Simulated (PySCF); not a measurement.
Start geometry of `C#C[Si@@H](Cl)B(Cl)Cl` from a GFN2-xTB structure with every atom displaced at random (by about 0.01 Å) (Å):
```
atom  x, y, z in Å
C1     2.2505    1.1635    0.1752
C2     1.3447    0.3801    0.0073
Si3   -0.0441   -0.8474   -0.2039
Cl4    0.1851   -2.1898    1.3146
B5    -1.7934    0.0837   -0.1032
Cl6   -2.9109    0.0760   -1.4045
Cl7   -2.2451    0.9756    1.3059
H8     3.0191    1.8953    0.3009
H9     0.2519   -1.5541   -1.4259
```

Question: What comes out of this run: PySCF 2.14.0, PBE0-D3(BJ)/def2-SVP geometry optimisation, gas phase?

Answer: 
```
atom  x, y, z in Å
C1     1.7950   -1.1928    0.6568
C2     0.9854   -2.0979    0.5745
Si3   -0.3051   -3.3856    0.4421
Cl4   -0.1209   -4.7218    2.0202
B5    -2.1150   -2.5009    0.6163
Cl6   -3.2789   -2.5506   -0.6825
Cl7   -2.5138   -1.6654    2.0921
H8     2.5181   -0.3996    0.7349
H9    -0.1274   -4.1408   -0.8271
```

The energy falls by 12.2 kJ/mol over 8 energy and gradient evaluations, the largest force component goes from 0.0256 to 3.1e-04 Eh/bohr, and the atoms move by 0.086 Å rms after alignment. The bond that changes most is Si3–H9 (chlorine-bound silicon to Si–H hydrogen), which lengthens by 0.045 Å. Bonds longer at the end by more than 0.005 Å: 7 of 8; shorter: 1. Among the angles that change most is Cl4–Si3–B5, from 111.7° to 107.2°. Rotational constants go from 1408, 735.0, 688.2 to 1332, 750.7, 698.4 MHz. The orientation of the end geometry is arbitrary; only internal coordinates are fixed.

The run used 124 basis functions and 54 SCF cycles in all. Hardware: one thread of an Arm Neoverse V1, no GPU (shared host). Cost: 55 s wall, 0.53 GiB resident at most.

Stationary, but not proved a minimum. One conformer, not necessarily the lowest.
